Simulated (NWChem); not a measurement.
Program: NWChem. System: CH3N2S, charge -1, spin multiplicity 1, at the geometry of a parent with another charge or spin, in a state set for the comparison that need not be this species' ground state. Level: RHF/def2-SVPD.

Job file:

```
start mol
memory heap 200 mb stack 900 mb global 1100 mb
charge -1
geometry units angstroms nocenter noautoz noautosym
  N      0.931717    -1.021474     0.755694
  C     -0.071168    -0.313266     0.278897
  N     -1.356362    -0.711635     0.469229
  S      0.324642     1.027578    -0.741781
  H      1.797306    -0.468030     0.843240
  H     -1.509105    -1.614640     0.922683
  H     -2.082942    -0.347222    -0.145264
end
basis spherical
  * library def2-svpd
end
scf
  rhf
  nopen 0
  maxiter 100
  thresh 1e-7
  semidirect memsize 60000000 filesize 0
end
task scf energy
```

NWChem printed:

```
             Northwest Computational Chemistry Package (NWChem) 7.3.0
             --------------------------------------------------------

                                NWChem Input Module
                                -------------------

 Scaling coordinates for geometry "geometry" by  1.889725989
 (inverse scale =  0.529177249)

                             Geometry "geometry" -> ""
                             -------------------------

 Output coordinates in angstroms (scale by  1.889725989 to convert to a.u.)

  No.       Tag          Charge          X              Y              Z
 ---- ---------------- ---------- -------------- -------------- --------------
    1 N                    7.0000     0.93171700    -1.02147400     0.75569400
    2 C                    6.0000    -0.07116800    -0.31326600     0.27889700
    3 N                    7.0000    -1.35636200    -0.71163500     0.46922900
    4 S                   16.0000     0.32464200     1.02757800    -0.74178100
    5 H                    1.0000     1.79730600    -0.46803000     0.84324000
    6 H                    1.0000    -1.50910500    -1.61464000     0.92268300
    7 H                    1.0000    -2.08294200    -0.34722200    -0.14526400

 Effective nuclear repulsion energy (a.u.)     146.8303884541

            Nuclear Dipole moment (a.u.)
            ----------------------------
        X                 Y               Z
 ---------------- ---------------- ----------------
     0.0000151178    -0.0000056692     0.0000113384


 Summary of "ao basis" -> "" (spherical)
 ------------------------------------------------------------------------------
       Tag                 Description            Shells   Functions and Types
 ---------------- ------------------------------  ------  ---------------------
 *                         def2-svpd                  on all atoms

 Summary of "ao basis" -> "ao basis" (spherical)
 ------------------------------------------------------------------------------
       Tag                 Description            Shells   Functions and Types
 ---------------- ------------------------------  ------  ---------------------
[...]
    69      0.242302  4 S  px                10      0.221590  1 N  pz
    74     -0.193311  4 S  pz                44      0.157192  3 N  s

 Vector   21  Occ=0.000000D+00  E= 2.380360D-01
              MO Center= -9.3D-01,  6.6D-01, -8.0D-01, r^2= 1.4D+01
   Bfn.  Coefficient  Atom+Function         Bfn.  Coefficient  Atom+Function
  ----- ------------  ---------------      ----- ------------  ---------------
    24      5.818841  2 C  s                 44     -5.160478  3 N  s
    65     -3.013926  4 S  s                 97      2.573323  6 H  s
    76      1.853157  4 S  py               105      1.778724  7 H  s
     4     -1.450414  1 N  s                 77     -1.301602  4 S  pz
    75      0.922721  4 S  px               102      0.866377  6 H  py

 Vector   22  Occ=0.000000D+00  E= 2.509159D-01
              MO Center= -4.9D-01,  1.4D+00, -1.4D+00, r^2= 1.2D+01
   Bfn.  Coefficient  Atom+Function         Bfn.  Coefficient  Atom+Function
  ----- ------------  ---------------      ----- ------------  ---------------
    24      3.856448  2 C  s                 44      3.521809  3 N  s
    97     -2.338956  6 H  s                105     -2.052425  7 H  s
    76      1.481481  4 S  py                77     -1.405970  4 S  pz
    64     -1.344975  4 S  s                 65     -1.298086  4 S  s
     4      1.157892  1 N  s                 89     -1.030653  5 H  s

 Vector   23  Occ=0.000000D+00  E= 2.703403D-01
              MO Center=  1.5D+00,  9.2D-01, -3.1D-01, r^2= 1.1D+01
   Bfn.  Coefficient  Atom+Function         Bfn.  Coefficient  Atom+Function
  ----- ------------  ---------------      ----- ------------  ---------------
    44      4.047532  3 N  s                105     -2.187155  7 H  s
    75      1.516653  4 S  px                36     -0.913518  2 C  d -2
    39     -0.884480  2 C  d  1               4     -0.801770  1 N  s
    65      0.790523  4 S  s                 89     -0.738514  5 H  s
    28      0.660506  2 C  px                43      0.647689  3 N  s

 center of mass
 --------------
 x =   0.04460515 y =   0.05988662 z =  -0.03989719

 moments of inertia (a.u.)
 ------------------
         323.903977168294         -47.863651493685          23.296818157052
         -47.863651493685         294.247785569120         152.492012013728
          23.296818157052         152.492012013728         395.545459301885

  Mulliken analysis of the total density
  --------------------------------------

    Atom       Charge   Shell Charges
 -----------   ------   -------------------------------------------------------
    1 N    7     7.64   1.99  0.98  0.56  0.36  2.32  1.43  0.02 -0.03
    2 C    6     5.33   1.99  0.95  0.02 -0.09  1.89  0.54  0.11 -0.08
    3 N    7     7.09   1.99  0.95  0.44 -0.11  2.44  1.41  0.02 -0.05
    4 S   16    16.92   2.00  1.99  1.14  0.78  0.08  5.94  1.75  2.75  0.40  0.05  0.04
    5 H    1     0.93   0.73  0.14  0.04  0.02
    6 H    1     1.05   0.73  0.22  0.05  0.05
    7 H    1     1.05   0.73  0.24  0.05  0.04

       Multipole analysis of the density wrt the origin
       ------------------------------------------------

     L   x y z        total         open         nuclear
     -   - - -        -----         ----         -------
     0   0 0 0     -1.000000      0.000000     39.000000

     1   1 0 0     -1.281718      0.000000      0.000015
     1   0 1 0     -0.780154      0.000000     -0.000006
     1   0 0 1      0.428114      0.000000      0.000011

     2   2 0 0    -25.783234      0.000000    108.980753
     2   1 1 0      3.110145      0.000000     28.156300
     2   1 0 1      0.085018      0.000000    -10.973353
     2   0 2 0    -33.590927      0.000000    111.699286
     2   0 1 1      3.462812      0.000000    -79.616642
     2   0 0 2    -31.249716      0.000000     58.539637

 Task  times  cpu:        4.3s     wall:        4.3s

 Total times  cpu:        4.3s     wall:        4.3s
```
